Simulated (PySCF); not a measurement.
Species: C3H10Si.
Numbering: `[CH3:1][CH:2]([CH3:3])[SiH3:4]` (hydrogens: H5, H6, H7 on C1; H8 on C2; H9, H10, H11 on C3; H12, H13, H14 on Si4)

The same species was optimised twice, with GFN2-xTB and with PBE0-D3(BJ)/def2-SVP (PySCF), and the same property calculations (PySCF, gas phase) were run on both structures.

```
     coordinate  GFN2-xTB  PBE0-D3(BJ)/def2-SVP  change
    Si4–H14 (Å)     1.465                 1.498  +0.033
    Si4–H12 (Å)     1.464                 1.497  +0.033
    Si4–H13 (Å)     1.465                 1.497  +0.032
     C2–Si4 (Å)     1.909                 1.895  -0.014
      C1–H6 (Å)     1.088                 1.103  +0.015
     C3–H10 (Å)     1.089                 1.103  +0.014
      C1–H7 (Å)     1.088                 1.101  +0.013
     C3–H11 (Å)     1.088                 1.101  +0.013
      C1–H5 (Å)     1.090                 1.103  +0.013
      C3–H9 (Å)     1.090                 1.103  +0.013
      C2–H8 (Å)     1.096                 1.106  +0.010
      C1–C2 (Å)     1.527                 1.528  +0.001
      C2–C3 (Å)     1.527                 1.528  +0.001
  Si4–C2–H8 (°)     108.4                 105.4    -3.0
   C1–C2–C3 (°)     110.0                 111.9    +1.9
 C2–Si4–H12 (°)     109.1                 110.9    +1.8
 C2–Si4–H13 (°)     109.1                 110.5    +1.4
H13–Si4–H14 (°)     109.6                 108.4    -1.2
H12–Si4–H14 (°)     109.6                 108.4    -1.2
H12–Si4–H13 (°)     109.9                 108.6    -1.3
   C2–C1–H7 (°)     111.0                 112.2    +1.2
```

Rotational constants: A = 7558, B = 4068, C = 2973 MHz (GFN2-xTB) against A = 7384, B = 4112, C = 2969 MHz (PBE0-D3(BJ)/def2-SVP). Point groups within 0.08 Å: Cs and Cs.

On the GFN2-xTB structure: C1s of C1 (eV) 290.46 [delta-SCF UKS SCAN, pcX-2 on the ionised atom, pcseg-1 elsewhere, spin-free X2C]; C1s of C2 (eV) 290.10 [delta-SCF UKS SCAN, pcX-2 on the ionised atom, pcseg-1 elsewhere, spin-free X2C]; Si1s of Si4 (eV) 1846.06 [delta-SCF UKS SCAN, pcX-2 on the ionised atom, pcseg-1 elsewhere, spin-free X2C]; Si2p of Si4 (eV) 106.56 [delta-SCF UKS SCAN, pcX-2 on the ionised atom, pcseg-1 elsewhere, spin-free X2C].

**Question.** What do these properties become on the PBE0-D3(BJ)/def2-SVP structure?

**Answer.** 
| property | level | on GFN2-xTB | on PBE0-D3(BJ)/def2-SVP | change |
| --- | --- | --- | --- | --- |
| C1s of C1 (eV) | delta-SCF UKS SCAN, pcX-2 on the ionised atom, pcseg-1 elsewhere, spin-free X2C | 290.46 | 290.62 | +0.16 |
| C1s of C2 (eV) | delta-SCF UKS SCAN, pcX-2 on the ionised atom, pcseg-1 elsewhere, spin-free X2C | 290.10 | 290.24 | +0.14 |
| Si1s of Si4 (eV) | delta-SCF UKS SCAN, pcX-2 on the ionised atom, pcseg-1 elsewhere, spin-free X2C | 1846.06 | 1846.16 | +0.10 |
| Si2p of Si4 (eV) | delta-SCF UKS SCAN, pcX-2 on the ionised atom, pcseg-1 elsewhere, spin-free X2C | 106.56 | 106.61 | +0.05 |

The heavy atoms differ by 0.016 Å rms after alignment. Among all bonds Si4–H12, Si4–H13 and Si4–H14 change most and about equally (+0.032 to +0.033 Å). Changes are differences of the printed values. Neither structure is proved a minimum here.
